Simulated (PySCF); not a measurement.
**Gas-phase XPS of `COC[SiH2]B(F)F`, computed**

C2H7BF2OSi.
Cartesian coordinates in Å at the PBE0-D3(BJ)/def2-SVP level; atoms count from 1:
```xyz
14
C2H7BF2OSi angstrom
C     -1.6189   -1.4867    0.5122
O     -0.6324   -0.7076   -0.0955
C     -0.5896    0.6198    0.3641
Si     0.8427    1.4195   -0.5935
B      2.2977    0.0197   -0.4175
F      2.8923   -0.5665   -1.4371
F      2.6813   -0.3726    0.7848
H     -2.6324   -1.0809    0.3257
H     -1.5610   -2.4982    0.0865
H     -1.4718   -1.5534    1.6079
H     -0.3728    0.6625    1.4525
H     -1.5560    1.1412    0.2095
H      0.4746    1.6751   -2.0173
H      1.2404    2.7110    0.0514
```

Method: PySCF, delta-SCF UKS SCAN, pcX-2 on the ionised atom, pcseg-1 elsewhere, spin-free X2C. Vertical ΔSCF values, vacuum level as zero.

Q: Give the core binding energies atom by atom.

A: 
```
atom(s)      bonded to     level  binding energy (eV)  2p1/2 (eV)  above the level's lowest (eV)  count
    Si4   C, 2 H and B     Si 1s              1846.33           –                           0.00      1
  F6/F7              B      F 1s               693.33           –                           0.00      2
     O2            2 C      O 1s               538.64           –                           0.00      1
     C1      O and 3 H      C 1s               292.29           –                          +0.56      1
     C3  O, 2 H and Si      C 1s               291.73           –                           0.00      1
    Si4   C, 2 H and B  Si 2p3/2               106.63      107.26                           0.00      1
```

The listed C 1s values span 0.56 eV, from C3 (bonded to O, 2 H and Si) to C1 (bonded to O and 3 H).

Q: Which effective nuclear charge Zeff reproduces each element's mean 1s value in the hydrogen-like formula E = 13.606 eV × Zeff²?

A: C (Z = 6): mean 292.0 eV, Zeff = 4.63, Z − Zeff = 1.37; O (Z = 8): mean 538.6 eV, Zeff = 6.29, Z − Zeff = 1.71; F (Z = 9): mean 693.3 eV, Zeff = 7.14, Z − Zeff = 1.86; Si (Z = 14): mean 1846.3 eV, Zeff = 11.65, Z − Zeff = 2.35. Means run over the listed sites, weighted by atom count.

One atom of each set of topologically equivalent atoms was ionised and stands for the set; in this conformer not all members are related by symmetry, and their own values weren't computed. Not every level is listed. The 2p values aren't plain energy differences: one relaxed spin-free 2p hole is combined with a matrix within the shell (ground-state 2p orbital-energy differences and spin–orbit coupling). 2p3/2, the mean of its two sublevels, lies a third of the splitting below the shell's mean and 2p1/2 two thirds above it; the statistical areas are 2:1. 2p1/2 minus 2p3/2 (ligand field included): Si 0.62 eV. No level of boron is listed. One conformer (not necessarily the lowest) at the PBE0-D3(BJ)/def2-SVP geometry, without solvent, vibrations or thermal averaging.
